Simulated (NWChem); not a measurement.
# Correlation energy of Cl2 (-1)

```xyz
2

Cl     0.0000     0.0000     1.3266
Cl     0.0000     0.0000    -1.3266
```
Charge -1, spin multiplicity 2.

Program: NWChem. The geometry was optimised at UPBE0/def2-SVP, a minimum by its harmonic frequencies.

Basis set: aug-cc-pVDZ. Each correlation energy counts from its own Hartree-Fock reference.

```tsv
method	correlation energy (mHa)
CCSD(T) on UHF	-335.8
UMP2	-301.2
SCS-UMP2	-289.3
CCSD[T] on ROHF	-343.4
CCSD on UHF	-326.7
CCSD[T] on UHF	-336.1
CCSD on ROHF	-333.7
CCSD(T) on ROHF	-343.3
```

The values span 54.2 mHa, from CCSD[T] on ROHF (lowest) to SCS-UMP2 (highest). 

The correlated methods keep 10 core orbitals frozen. The structure started from a generated list of species. The unpaired electrons of the parent sit in orbitals of symmetry b1u (D2h labels of the run); other states weren't searched. The anion's geometry comes from a basis without diffuse functions. No SCF solution was tested for a lower state. Open-shell Hartree-Fock references start from PBE0 orbitals. Coupled-cluster values serve here as a point of comparison, not as the truth.
